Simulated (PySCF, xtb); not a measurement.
H₃NPbS, SMILES [Pb]([SH])[NH2] (connectivity only; charge and spin as stated), neutral, multiplicity 1.

GFN2-xTB run with xtb at its own geometry gives an orbital gap of 2.72 eV and a dipole moment of 5.55 D.

Geometry optimised at r2SCAN-D4/def2-SVP. The def2 effective core potentials stand for the cores of Pb; spin–orbit coupling is left out. One conformer was computed; it need not be the lowest.

**Question.** What does r2SCAN/def2-TZVPD (PySCF) give? (The exact figures need the calculation; the answer reports its results.)

**Answer.** gap 3.27 eV (levels -5.77 and -2.50 eV), dipole 2.97 D.
